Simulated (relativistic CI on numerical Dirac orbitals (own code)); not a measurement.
# Calculated levels, Gd XXX

Computed by Dirac-Coulomb-Breit CI, orbitals from a KLI potential per configuration, model QED, unscaled Slater integrals (own radial code, finite nucleus).

Configurations in the expansion (outside the closed core [Ar] 3d10): 4s2 4p5, 4s 4p6, 4s2 4p4 4d, 4s 4p5 4d, 4s2 4p4 4f, 4s 4p5 4f, 4p6 4d, 4s 4p4 4d2, 4s2 4p3 4d 4f, 4p6 4f, 4p5 4d2, 4p4 4d3, 4p4 4d2 4f. Double excitations out of closed p, d and f shells are left out; levels of such configurations are missing from the list, as are those of other unlisted configurations, and high levels can miss mixing partners.

The lowest level is 4s2 4p5 2P°_3/2, with 99 % of that term; Hund's rules for 4s2 4p5 give 2P° with J = 3/2, in agreement.

| No. | Configuration | Term | J | E (cm⁻¹) | % | Next component (%) | Lifetime (s) |
| --- | --- | --- | --- | --- | --- | --- | --- |
| 1 | 4s2 4p5 | 2P° | 3/2 | 0 | 99 |  |  |
| 2 | 4s2 4p5 | 2P° | 1/2 | 336300 | 99 | 1 4s 4p5 4d 2P° | 1.45e-06 |
| 3 | 4s 4p6 | 2S | 1/2 | 877515 | 55 | 23 4s2 4p4 4d 2S | 7.20e-11 |
| 4 | 4p4(3P) 4d | 4D | 3/2 | 909449 | 40 | 29 2D | 9.49e-10 |
| 5 | 4p4(3P) 4d | 4D | 5/2 | 919404 | 51 | 17 2D | 1.42e-08 |
| 6 | 4p4(1D) 4d | 2P | 1/2 | 938383 | 51 | 20 4D | 6.34e-11 |
| 7 | 4p4(3P) 4d | 4F | 7/2 | 941176 | 35 | 24 2F | 2.62e-03 |
| 8 | 4p4(3P) 4d | 2F | 7/2 | 986602 | 49 | 37 4D | 1.89e-04 |
| 9 | 4p4(1S) 4d | 2D | 3/2 | 995543 | 57 | 19 4F | 1.24e-09 |
| 10 | 4p4(3P) 4d | 4F | 9/2 | 996452 | 71 | 28 2G | 4.95e-04 |
| 11 | 4p4(3P) 4d | 4P | 1/2 | 1070159 | 47 | 29 2P | 5.32e-12 |
| 12 | 4p4(1S) 4d | 2D | 5/2 | 1077796 | 47 | 27 4P | 7.92e-10 |
| 13 | 4p4(1D) 4d | 2D | 3/2 | 1099056 | 38 | 27 4P | 5.87e-12 |
| 14 | 4p4(3P) 4d | 4F | 5/2 | 1115385 | 27 | 26 2D | 4.91e-12 |
| 15 | 4p4(3P) 4d | 4D | 1/2 | 1212715 | 76 | 18 2P | 4.31e-10 |
| 16 | 4p4(3P) 4d | 4D | 3/2 | 1242042 | 35 | 23 4F | 9.91e-09 |
| 17 | 4p4(1D) 4d | 2F | 5/2 | 1276015 | 40 | 37 4F | 5.38e-11 |
| 18 | 4p4(1D) 4d | 2G | 7/2 | 1283008 | 60 | 24 2F | 2.93e-06 |
| 19 | 4p4(3P) 4d | 4F | 7/2 | 1306062 | 40 | 38 4D | 1.68e-06 |
| 20 | 4p4(1D) 4d | 2P | 3/2 | 1325854 | 49 | 25 4P | 2.48e-10 |
| 21 | 4p4(3P) 4d | 2F | 5/2 | 1341619 | 49 | 23 4P | 5.56e-09 |
| 22 | 4p4(1D) 4d | 2G | 9/2 | 1348836 | 71 | 28 4F | 2.68e-06 |
| 23 | 4p4(1D) 4d | 2D | 5/2 | 1361446 | 53 | 24 4P | 7.45e-11 |
| 24 | 4p4(1D) 4d | 2F | 7/2 | 1391093 | 79 | 10 4F | 2.19e-06 |
| 25 | 4p4(1D) 4d | 2S | 1/2 | 1408238 | 55 | 17 2P | 7.34e-13 |
| 26 | 4p4(1D) 4d | 2P | 3/2 | 1415395 | 67 | 13 4F | 9.40e-13 |
| 27 | 4p4(3P) 4d | 2D | 5/2 | 1428995 | 74 | 15 2F | 7.30e-13 |
| 28 | 4p4(1D) 4d | 2D | 3/2 | 1484375 | 70 | 14 4F | 2.04e-12 |
| 29 | 4p4(3P) 4d | 2P | 1/2 | 1547439 | 80 | 16 2S | 9.75e-13 |
| 30 | 4p4(1S) 4d | 2D | 5/2 | 1714772 | 46 | 18 2F | 6.13e-10 |
| 31 | 4p4(3P) 4d | 2D | 3/2 | 1749150 | 68 | 14 2P | 8.52e-13 |
| 32 | 4s 4p5 4d | 4P° | 1/2 | 1878124 | 93 | 6 4D° | 5.82e-12 |
| 33 | 4s 4p5 4d | 4P° | 3/2 | 1898230 | 64 | 29 4D° | 6.26e-12 |
| 34 | 4s 4p5 4d | 4D° | 5/2 | 1910634 | 36 | 35 4F° | 8.92e-12 |
| 35 | 4s 4p5 4d | 4F° | 7/2 | 1910925 | 62 | 17 2F° | 9.41e-12 |
| 36 | 4s 4p5 4d | 4F° | 9/2 | 1941489 | 92 | 7 4s2 4p4 4f 4F° | 9.93e-12 |
| 37 | 4s 4p5 4d | 2D° | 3/2 | 1965909 | 32 | 29 4F° | 5.83e-12 |
| 38 | 4s 4p5 4d | 4P° | 5/2 | 1973037 | 35 | 23 2F° | 4.86e-12 |
| 39 | 4s 4p5 4d | 2P° | 1/2 | 1993396 | 43 | 43 4D° | 4.33e-12 |
| 40 | 4s 4p5 4d | 4D° | 7/2 | 2019969 | 58 | 37 2F° | 6.09e-12 |
| 41 | 4s 4p5 4d | 2D° | 5/2 | 2022452 | 47 | 25 2F° | 3.92e-12 |
| 42 | 4s 4p5 4d | 2P° | 3/2 | 2066415 | 42 | 33 2D° | 4.82e-12 |
| 43 | 4s 4p5 4d | 2F° | 7/2 | 2086685 | 76 | 9 4D° | 3.45e-12 |
| 44 | 4s 4p5 4d | 2D° | 5/2 | 2106464 | 52 | 28 2F° | 4.64e-12 |
| 45 | 4s 4p5 4d | 2P° | 1/2 | 2123105 | 69 | 19 4D° | 1.98e-12 |

Energies count from the lowest computed level; ° marks odd parity; lifetimes are radiative, by E1, M1, E2, M2, E3 decay to levels of this space only. Percentages are summed over parent terms; the parents shown are those of the largest component, closed shells are left out there.

The mean weight of the leading LS term, summed over parents, in these 45 levels is 57 %, and that of the leading jj configuration (from the same eigenvectors) 83 %, so jj coupling describes them better and the LS labels are nominal.

At this charge energies of transitions that change n are usually good to better than 1 %, and those within a shell (Δn = 0) to a few per cent.

LS names give the leading component of a level, which can be under half, so a name can repeat, a term be missing and a line seem to break the LS rules.
